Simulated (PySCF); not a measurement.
Constitutional and geometric isomers with formula H5FSi3. Isolated molecules, 0 K electronic values unless said otherwise. One relaxed conformer stands for each flexible species; it need not be the lowest. Strings in code marks are SMILES.

The HOMO–LUMO gap from two functionals at the same geometries (ωB97X-D3(BJ)/def2-TZVP), both in PySCF: PBE-D3(BJ)/def2-TZVP and ωB97X-D3(BJ)/def2-TZVP. 

```json
[
 {"species": "`F[Si](=[SiH2])[SiH3]`", "PBE-D3(BJ)/def2-TZVP (eV)": "2.59", "ωB97X-D3(BJ)/def2-TZVP (eV)": "8.00"},
 {"species": "`F/[SiH]=[SiH]/[SiH3]`", "PBE-D3(BJ)/def2-TZVP (eV)": "2.64", "ωB97X-D3(BJ)/def2-TZVP (eV)": "8.05"},
 {"species": "`F/[SiH]=[SiH]\\[SiH3]`", "PBE-D3(BJ)/def2-TZVP (eV)": "2.57", "ωB97X-D3(BJ)/def2-TZVP (eV)": "7.96"},
 {"species": "`F[SiH2][SiH]=[SiH2]` (F–Si–Si–Si torsion 1°)", "PBE-D3(BJ)/def2-TZVP (eV)": "2.64", "ωB97X-D3(BJ)/def2-TZVP (eV)": "8.03"}
]
```

Over these rows, drawn at random from the members with no instability flagged (it was tested for open shells, ions and some series alone), PBE minus ωB97X-D3(BJ): mean -5.40 eV, from -5.41 eV to -5.39 eV.
